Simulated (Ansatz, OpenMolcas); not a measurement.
The same job for OpenMolcas

Ansatz 0.2.0 runs this on GeH2Cl (SMILES [Cl][GeH2]):

molecule.yaml:
```yaml
crystal:
  periodic: [false, false, false]
  atoms:
    - {symbol: Cl, position_ang: [-1.562900, 0.305200, 0.993500]}
    - {symbol: Ge, position_ang: [0.106700, -0.451100, -0.141600]}
    - {symbol: H, position_ang: [0.072700, 0.259600, -1.514200]}
    - {symbol: H, position_ang: [1.383400, -0.113700, 0.662300]}
basis:
  gaussian:
    orbitals: def2-TZVPP
magnetization:
  spin_polarized: true
  initial_magnetization: 1
hamiltonian:
  xc: {name: SVWN5}
accuracy: high
output: {orbitals: {seedname: orbitals}}
```

```bash
$ ansatz run molecule.yaml --threads 1 --pin off --max-ram 3480MiB --events-out events.jsonl --progress --plain --runs-dir runs
```

Geometry: relaxed at PBE0-D4/def2-TZVP.

It gives a total energy of -2533.761193 Eh.

How is this level of theory, on these atoms, set up in OpenMolcas 26.06 as an input file of the program's own, asking for the gradient?

One way, which was run:

coord.xyz:
```
4

Cl    -1.562900     0.305200     0.993500
Ge     0.106700    -0.451100    -0.141600
H      0.072700     0.259600    -1.514200
H      1.383400    -0.113700     0.662300
```

job.input:
```
* ClGeH2 Kohn-Sham DFT
>>> EXPORT MOLCAS_PRINT=2

&GATEWAY
  BASLIB
  $CurrDir
  COORD
  coord.xyz
  BASIS
  def2-TZVPP
  GROUP
  NoSym

&SEWARD
  GRIDINPUT
  Grid=UltraFine
  End of Grid

&SCF
  UHF
  SPIN
  2
  KSDFT
  SVWN5
  THRESHOLDS
  1e-10 1e-07 1e-07 1e-05
  PRORBITALS
  1 2

&ALASKA
```

```bash
$ export MOLCAS_MEM=1860
$ pymolcas job.input > job.log
```

(Basis files named in the input come from the Basis Set Exchange and aren't shown.)

Its energy is -2533.761190 Eh, 0.003 mEh from the first.
